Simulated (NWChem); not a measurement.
# HfNH2SF; SMILES [S]=[Hf]([NH2])[F]

```xyz
6

Hf    -0.0160     0.1867     0.1784
S     -0.1827    -2.0023    -0.2066
F     -1.4555     1.2565    -0.5237
N      1.7999     0.7745    -0.4684
H      2.0346     1.7193    -0.7718
H      2.5413     0.1475    -0.7753
```
Atoms are numbered in this order, from 1.

Program: NWChem. All runs use the structure optimised with PBE0/def2-SVP. def2 effective core potentials on Hf; no spin-orbit coupling. Vertical excitations in the gas phase; the lowest state need not have the same character in each row.

```json
[
 {"level": "PBE/def2-SVP, full TDDFT", "lowest excitation, singlet (eV)": "1.97", "oscillator strength of that lowest state": "0.003", "orbital gap (eV)": "1.95"},
 {"level": "B3LYP/def2-SVP, full TDDFT", "lowest excitation, singlet (eV)": "2.11", "oscillator strength of that lowest state": "0.003", "orbital gap (eV)": "3.19"},
 {"level": "PBE0/def2-SVP, full TDDFT", "lowest excitation, singlet (eV)": "2.41", "oscillator strength of that lowest state": "0.004", "orbital gap (eV)": "3.76"}
]
```
